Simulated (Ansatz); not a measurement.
**SnO (tin(ii) oxide): the energy, rung by rung**

SnO has 2 atoms, charge 0, and is taken as a singlet. As SMILES, `[O]=[Sn]`. The shape is that of a PBE0-D4/def2-TZVP optimisation.

```xyz
2

O     0.0000    0.0000   -0.0071
Sn    0.0000    0.0000    1.8107
```

Each level gives the energy change with the O1–Sn2 bond stretched from 1.818 to 2.705 Å (eV). The values are calculated.

```json
{"level": "HF/STO-3G (restricted)", "kind": "Hartree–Fock", "program": "Ansatz", "value (eV)": "5.33", "less FCI/STO-3G": "+1.26", "CPU time (all runs)": "1.1 s"}
{"level": "SVWN5/STO-3G (restricted)", "kind": "LDA", "program": "Ansatz", "value (eV)": "5.70", "less FCI/STO-3G": "+1.63", "CPU time (all runs)": "3.3 s"}
{"level": "PBE/STO-3G (restricted)", "kind": "GGA", "program": "Ansatz", "value (eV)": "5.31", "less FCI/STO-3G": "+1.24", "CPU time (all runs)": "5.4 s"}
{"level": "r2SCAN/STO-3G (restricted)", "kind": "meta-GGA", "program": "Ansatz", "value (eV)": "5.80", "less FCI/STO-3G": "+1.73", "CPU time (all runs)": "16 s"}
{"level": "B3LYP/STO-3G (restricted)", "kind": "global hybrid", "program": "Ansatz", "value (eV)": "6.07", "less FCI/STO-3G": "+2.00", "CPU time (all runs)": "2.6 s"}
{"level": "PBE0/STO-3G (restricted)", "kind": "global hybrid", "program": "Ansatz", "value (eV)": "6.28", "less FCI/STO-3G": "+2.21", "CPU time (all runs)": "2.7 s"}
{"level": "r2SCAN0/STO-3G (restricted)", "kind": "hybrid meta-GGA", "program": "Ansatz", "value (eV)": "6.59", "less FCI/STO-3G": "+2.52", "CPU time (all runs)": "7.2 s"}
{"level": "HSE06/STO-3G (restricted)", "kind": "range-separated hybrid", "program": "Ansatz", "value (eV)": "6.23", "less FCI/STO-3G": "+2.16", "CPU time (all runs)": "3.4 s"}
{"level": "FCI/STO-3G", "kind": "exact in the basis", "program": "Ansatz", "value (eV)": "4.07", "less FCI/STO-3G": "0.00", "CPU time (all runs)": "4 s"}
```

FCI/STO-3G is exact within its basis and frozen core, so for wave-function methods in that basis the difference is their error; functionals converge differently with the basis, so for them it is only a difference. Spin-restricted single references rise too steeply as a bond breaks. All-electron rows without a relativistic Hamiltonian named are non-relativistic. The first shape isn't each level's own minimum. The values span 4.07 to 6.59 eV. All rows use very small basis sets, so even the best lies far from the true value. Times are those of the runs behind each value, whatever else they computed, on shared processors of several kinds: orders of magnitude only.
